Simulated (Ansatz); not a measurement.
`CC(C)Cl` + `N[Si](Cl)(Cl)Cl` → `CC(C)N[Si](Cl)(Cl)Cl` + HCl at 700 K and 1 bar (substitution at a C–Cl bond).

Computed with Ansatz on PBE0-D4/def2-TZVP structures; ΔE is electronic, products minus reactants. CCSD(T)/CBS is the MP2 limit (def2-TZVPP, def2-QZVPP) plus CCSD(T) − MP2 in def2-TZVPP, frozen cores. This one scheme is used for every species. Each species was taken in one conformer, which may not be the lowest.

```tsv
species	CCSD(T)/CBS energy (Eh)	H − E (kJ/mol)	S (J/(mol·K))
`CC(C)Cl`	-578.16231	313.8	401.8
`N[Si](Cl)(Cl)Cl`	-1724.51858	152.8	460.6
`CC(C)N[Si](Cl)(Cl)Cl`	-1842.29631	426.0	640.2
HCl	-460.38127	38.4	211.8
```

H − E and S are ideal-gas, rigid-rotor, harmonic terms from PBE0-D4/def2-TZVP, for one conformer and one mirror image of each species. 1 Eh = 2625.50 kJ/mol, R = 8.31446 J/(mol·K).

Problem. By hand: ΔE, ΔH, ΔS and ΔG.

Solution. ΔE = (-1842.29631) + (-460.38127) − (-578.16231) − (-1724.51858) = 0.00331 Eh = 8.7 kJ/mol. Δ(H − E) = 426.0 + 38.4 − 313.8 − 152.8 = -2.2, so ΔH = 6.5 kJ/mol. ΔS = 640.2 + 211.8 − 401.8 − 460.6 = -10.4 J/(mol·K). ΔG = 6.5 − 700 × (-10.4)/1000 = 13.8 kJ/mol.

Problem. By hand: the equilibrium constant, and the temperature at which ΔG would vanish if ΔH and ΔS stayed fixed.

Solution. log₁₀ K = −ΔG/(RT ln 10) = -1.0. ΔH and −TΔS have one sign here, so there is no such temperature.

TΔS isn't small against ΔH here. A doubt of 5 kJ/mol in ΔE shifts log₁₀ K by 0.4 here. Other conformers and mirror images would add mixing entropy, several J/(mol·K) or more a flexible species. Modes under 60 cm⁻¹, often nearly free rotors, make the harmonic entropy too high. These are equilibria of isolated gas molecules and say nothing of rates. Largest T1 diagnostic: 0.009 (customary marks: 0.02 for closed shells, 0.045 for open ones).

ΔS is within the doubt of such terms, so its sign, and with it that verdict, could turn.
